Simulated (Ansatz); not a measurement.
CH4ClFGeOS (`C[O][Ge]([F])([SH])[Cl]`) at its PBE0-D4/def2-TZVP geometry, where that method's forces vanish. Total charge 0; spin multiplicity 1.

```tsv
atom	x (Å)	y (Å)	z (Å)
C1	-1.161	0.151	1.193
O2	-0.760	-0.148	-0.137
Ge3	0.893	0.121	-0.629
F4	1.887	-0.705	0.518
S5	1.177	-0.610	-2.659
Cl6	1.470	2.162	-0.468
H7	-2.211	-0.130	1.280
H8	-1.064	1.220	1.407
H9	-0.579	-0.416	1.925
H10	0.348	-1.645	-2.430
```

Task: For each bond, give half the difference of the two atoms' forces along it (eV/Å; positive pushes the atoms apart) under PBE-D4, r2SCAN-D4, B3LYP-D4, ωB97M-V in def2-TZVPP. (Estimate.)

Result: Ansatz gave: 
```tsv
bond	length (Å)	PBE-D4	r2SCAN-D4	B3LYP-D4	ωB97M-V
C1–O2	1.421	0.21	0.31	0.27	0.27
C1–H7	1.091	0.10	-0.04	-0.12	-0.11
C1–H8	1.094	0.07	-0.07	-0.09	-0.10
C1–H9	1.094	0.07	-0.07	-0.09	-0.10
O2–Ge3	1.746	0.35	0.01	0.09	-0.06
Ge3–F4	1.728	0.53	0.04	0.24	0.07
Ge3–S5	2.176	0.03	0.01	0.06	-0.05
Ge3–Cl6	2.126	0.14	0.03	0.17	0.00
S5–H10	1.346	0.25	0.02	-0.02	-0.09
```

B3LYP here is the variant with VWN-RPA as its local correlation; programs differ in this.
